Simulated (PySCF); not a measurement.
# Electronic structure of As³⁺ (arsenic, charge +3) at the LDA level

Configuration: [Ar] 3d10 4s2, closed-shell 1S. Calculation: PySCF 2.14, in x2c-SVPall (5s4p3d, 32 functions); scalar relativity by spin-free X2C-1e.

| Item | Value |
| --- | --- |
| Total energy | -2254.777 hartree |
| One-electron energy | -3102.755 hartree |
| Hartree (Coulomb) energy | 927.842 hartree |
| Exchange-correlation energy | -79.864 hartree |
| ⟨S²⟩ | 0.0000 |
| ⟨L²⟩ | 0.000 |
| Sum of ⟨r⟩ | 16.72 bohr |
| Sum of ⟨r²⟩ | 16.54 bohr² |
| Langevin diamagnetic susceptibility | -13.1 ×10⁻⁶ cm³/mol |
| Time after the integrals | 0.15 s of wall time on 1 thread of Neoverse-V2 (shared host) |

```
shell  electrons  mean orbital energy (eV)  rms radius, mean of both spins (bohr)
   1s          2                  -11719.4                                 0.0525
   2s          2                   -1518.7                                  0.220
   2p          6                   -1338.3                                  0.196
   3s          2                   -224.38                                  0.642
   3p          6                   -168.42                                  0.669
   3d         10                   -75.841                                  0.754
   4s          2                   -44.938                                   1.87
```

Densities and radii are taken from the X2C orbitals without a picture-change correction, which distorts them close to the nucleus.
